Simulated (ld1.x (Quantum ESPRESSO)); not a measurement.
The numbers below are computed, except where a source is named.
# Potentials for P compared

Generated with ld1.x 7.5 (TM, RRKJ, ultrasoft, PAW), atompaw 4.2 or ONCVPSP 4.0.1. The cutoff is in Ry: for ld1.x and atompaw files where the sum of valence levels is converged to 10 mRy in a Bessel basis, for ONCV files where the hardest occupied wave has 1 mHa per electron of residual kinetic energy. The error is the largest all-electron minus pseudo excitation energy over each file’s own four to seven test configurations (ionisations up to +4, promotions, holes and added fractions of an electron), all of which were solved. The labels leave out finer settings (local radius, basis sizes, second energies), which also bear on the numbers. Spin-polarised tests are not counted. The rows are a selection from randomly drawn settings: files with unsolved tests, undetermined cutoffs or missed reference levels are left out.

A true bound ghost makes a file unfit for plane-wave use even where its test errors are small: the radial tests pick states by their node count and pass the ghost by.

```csv
potential,cutoff (Ry),largest error (meV),bound ghosts
"PAW, PBE, non-relativistic, rc 1.70/1.80/1.65 (spd), local smoothed, core correction yes, reference 3s2 3p3",12,-127,none
"PAW, PBE, scalar-relativistic, rc 1.35/1.85 (sp), local smoothed, core correction yes, reference 3s2 3p1.5",21,-97,s
"RRKJ, PBE, scalar-relativistic, rc 1.15/1.65/1.55 (spd), local s, core correction yes, reference 3s2 3p0",60,+133,none
"TM semilocal, LDA (PZ), scalar-relativistic, rc 1.40/1.90 (sp), local p, core correction yes, reference 3s2 3p3",30,+76,none
"PAW, LDA (PZ), scalar-relativistic, rc 1.50/1.45/1.65 (spd), local smoothed, core correction yes, reference 3s2 3p2",15,-137,none
"ultrasoft, PBEsol, non-relativistic, rc 1.50/1.60 (sp), local smoothed, core correction no, reference 3s2 3p3",15,+148,none
"RRKJ, PBEsol, scalar-relativistic, rc 1.25/1.65 (sp), local s, core correction yes, reference 3s2 3p3",45,+211,none
"PAW, revPBE, scalar-relativistic, rc 1.50/2.05 (sp), local smoothed, core correction yes, reference 3s2 3p2",15,-7.8,none
```

Q: Fill in the row for P: ultrasoft, LDA (PZ), scalar-relativistic, rc 1.75/1.90/1.70 (spd), local smoothed, core correction yes, reference 3s1 3p4.

A: cutoff 15 Ry, largest error +41 meV, bound ghosts: none.
